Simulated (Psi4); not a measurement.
C₄H₉NaO (SMILES CC(C)(C)[O][Na]), singlet, at a GFN2-xTB geometry (such geometries of metal compounds can be far from the true shape); CAM-B3LYP/6-31G** (Psi4).

The Psi4 input:
```
memory 2 GB

molecule {
0 1
Na    1.41416953    1.64452484    0.99121953
O     0.00638526    0.48438095    0.82645381
C    -0.34210795   -0.36358128   -0.18034111
C     0.75261015   -1.42345878   -0.42643827
C    -1.65128625   -1.09921080    0.19043998
C    -0.57667651    0.39883633   -1.50187583
H     0.46412264   -2.11615523   -1.21272031
H     0.92429880   -1.97817725    0.49249473
H     1.68367264   -0.92366625   -0.71262686
H    -1.49879107   -1.65142879    1.11299942
H    -1.95379042   -1.78388005   -0.59743711
H    -2.43541732   -0.36628070    0.35593475
H     0.34667865    0.90926824   -1.79481754
H    -1.35327420    1.14432514   -1.35006294
H    -0.87968312   -0.27433875   -2.29951818
}

set {
  basis 6-31g**
  scf_type out_of_core
}

energy('cam-b3lyp')
print_variables()
```

Write the output that Psi4 gives for this input, abridged.


```
   => Loading Basis Set <=

    Name: 6-31G**
    Role: ORBITAL
    Keyword: BASIS

         ---------------------------------------------------------
                                   SCF
               by Justin Turney, Rob Parrish, Andy Simmonett
                          and Daniel G. A. Smith
                              RKS Reference
         ---------------------------------------------------------

  ==> Geometry <==

    Molecular point group: c1
    Full point group: C1

    Geometry (in Angstrom), charge = 0, multiplicity = 1:

       Center              X                  Y                   Z               Mass
    ------------   -----------------  -----------------  -----------------  -----------------
         NA           1.351028088558     1.554883801397     0.919014787640    22.989769282000
         O           -0.056756181442     0.394739911397     0.754249067640    15.994914619570
         C           -0.405249391442    -0.453222318603    -0.252545852360    12.000000000000
         C            0.689468708558    -1.513099818603    -0.498643012360    12.000000000000
         C           -1.714427691442    -1.188851838603     0.118235237640    12.000000000000
         C           -0.639817951442     0.309195291397    -1.574080572360    12.000000000000
         H            0.400981198558    -2.205796268603    -1.284925052360     1.007825032230
         H            0.861157358558    -2.067818288603     0.420289987640     1.007825032230
         H            1.620531198558    -1.013307288603    -0.784831602360     1.007825032230
         H           -1.561932511442    -1.741069828603     1.040794677640     1.007825032230
         H           -2.016931861442    -1.873521088603    -0.669641852360     1.007825032230
         H           -2.498558761442    -0.455921738603     0.283730007640     1.007825032230
         H            0.283537208558     0.819627201397    -1.867022282360     1.007825032230
         H           -1.416415641442     1.054684101397    -1.422267682360     1.007825032230
         H           -0.942824561442    -0.363979788603    -2.371722922360     1.007825032230

  Running in c1 symmetry.

  Rotational constants: A =      0.15502  B =      0.06555  C =      0.06540 [cm^-1]
  Rotational constants: A =   4647.47190  B =   1965.01995  C =   1960.52678 [MHz]
  Nuclear repulsion =  269.069948979606181

  Charge       = 0
  Multiplicity = 1
  Electrons    = 52
  Nalpha       = 26
  Nbeta        = 26

  ==> Algorithm <==

  SCF Algorithm Type is OUT_OF_CORE.
  DIIS enabled.
  MOM disabled.
  Fractional occupation disabled.
  Guess Type is SAD.
  Energy threshold   = 1.00e-06
  Density threshold  = 1.00e-06
  Integral threshold = 1.00e-12

  ==> Primary Basis <==

  Basis Set: 6-31G**
    Blend: 6-31G**
    Number of shells: 65
    Number of basis functions: 139
    Number of Cartesian functions: 139
    Spherical Harmonics?: false
    Max angular momentum: 2

  ==> DFT Potential <==

   => LibXC <=

    Version 7.1.2
    S. Lehtola, C. Steigemann, M. J. T. Oliveira, and M. A. L. Marques,  SoftwareX 7, 1–5 (2018) (10.1016/j.softx.2017.11.002)

   => Composite Functional: CAM-B3LYP <=

    CAM-B3LYP Hyb-GGA Exchange-Correlation Functional

    T. Yanai, D. P. Tew, and N. C. Handy,  Chem. Phys. Lett. 393, 51 (2004) (10.1016/j.cplett.2004.06.011)

    Deriv               =              1
    GGA                 =           TRUE
    Meta                =          FALSE

    Exchange Hybrid     =           TRUE
    MP2 Hybrid          =          FALSE

   => Exchange Functionals <=

    0.3500         Becke 88 [omega = 0.3300]
    0.4600   Short-range recipe for B88 functional - erf [omega = 0.3300]

   => Exact (HF) Exchange <=

    0.4600            HF,LR [omega = 0.3300]
    0.1900               HF

   => Correlation Functionals <=

    0.1900   Vosko, Wilk & Nusair (VWN5)
    0.8100   Lee, Yang & Parr

   => LibXC Density Thresholds  <==

    XC_HYB_GGA_XC_CAM_B3LYP:  1.00E-14

   => Molecular Quadrature <=

    Radial Scheme          =       TREUTLER
    Pruning Scheme         =           NONE
    Nuclear Scheme         =       TREUTLER

    Blocking Scheme        =         OCTREE
    BS radius alpha        =              1
    Pruning alpha          =              1
    Radial Points          =             75
    Spherical Points       =            302
    Total Points           =         317347
    Total Blocks           =           2377
    Max Points             =            256
    Max Functions          =            138
    Weights Tolerance      =       1.00E-15

  ==> Integral Setup <==

      Computed 42952126 non-zero ERF integrals.
        Stored in file 36.

  ==> DiskJK: Disk-Based J/K Matrices <==

    J tasked:                  Yes
    K tasked:                  Yes
    wK tasked:                 Yes
    Omega:               3.300E-01
    Schwarz Cutoff:          1E-12

  Minimum eigenvalue in the overlap matrix is 3.0299723396E-03.
  Reciprocal condition number of the overlap matrix is 3.7350178634E-04.
    Using symmetric orthogonalization.

  ==> Pre-Iterations <==

  SCF Guess: Superposition of Atomic Densities via on-the-fly atomic UHF (no occupation information).

   -------------------------
    Irrep   Nso     Nmo
   -------------------------
     A        139     139
   -------------------------
    Total     139     139
   -------------------------

  ==> Iterations <==

                        Total Energy        Delta E     RMS |[F,P]|

   @RKS iter SAD:  -394.34146217894056   -3.94341e+02   0.00000e+00
   @RKS iter   1:  -394.75664213370038   -4.15180e-01   7.13855e-03 ADIIS/DIIS
   @RKS iter   2:  -390.82210448854471    3.93454e+00   1.63547e-02 ADIIS/DIIS
   @RKS iter   3:  -395.11369363230079   -4.29159e+00   3.69946e-03 ADIIS/DIIS
   @RKS iter   4:  -395.22207871814959   -1.08385e-01   9.22719e-04 ADIIS/DIIS
   @RKS iter   5:  -395.23318723778209   -1.11085e-02   2.32262e-04 ADIIS/DIIS
   @RKS iter   6:  -395.23360091505413   -4.13677e-04   1.26235e-04 ADIIS/DIIS
   @RKS iter   7:  -395.23373348801147   -1.32573e-04   2.16071e-05 DIIS
   @RKS iter   8:  -395.23374143435183   -7.94634e-06   9.38828e-06 DIIS
   @RKS iter   9:  -395.23374302711255   -1.59276e-06   2.69714e-06 DIIS
   @RKS iter  10:  -395.23374322343426   -1.96322e-07   3.75755e-07 DIIS
  Energy and wave function converged.

  ==> Post-Iterations <==

   Electrons on quadrature grid:
      Ntotal   =   51.9998516174 ; deviation = -1.484e-04

    Orbital Energies [Eh]
    ---------------------

    Doubly Occupied:

[...]
    Virtual:

[...]
    Final Occupation by Irrep:
              A
    DOCC [    26 ]
    NA   [    26 ]
    NB   [    26 ]

  @RKS Final Energy:  -395.23374322343426

   => Energetics <=

    Nuclear Repulsion Energy =            269.0699489796061812
    One-Electron Energy =               -1079.8023522749042513
    Two-Electron Energy =                 450.7346206072514860
    DFT Exchange-Correlation Energy =     -35.2359605353876049
    Empirical Dispersion Energy =           0.0000000000000000
    VV10 Nonlocal Energy =                  0.0000000000000000
    Total Energy =                       -395.2337432234342600

Computation Completed

Properties will be evaluated at   0.000000,   0.000000,   0.000000 [a0]

Properties computed using the SCF density matrix

 Multipole Moments:

 ------------------------------------------------------------------------------------
     Multipole            Electronic (a.u.)      Nuclear  (a.u.)        Total (a.u.)
 ------------------------------------------------------------------------------------

 L = 1.  Multiply by 2.5417464519 to convert [e a0] to [Debye]
 Dipole X            :          8.1196101           -6.2046414            1.9149687
 Dipole Y            :         10.5009463           -8.8086446            1.6923017
 Dipole Z            :          7.5135765           -7.0952540            0.4183225
 Magnitude           :                                                    2.5895915

 ------------------------------------------------------------------------------------

  Variable Map:
  ----------------------------------------------------------------------------
[...]
  Array Variable Map:
  ----------------------------------------------------------------------------
[...]
[...]
```
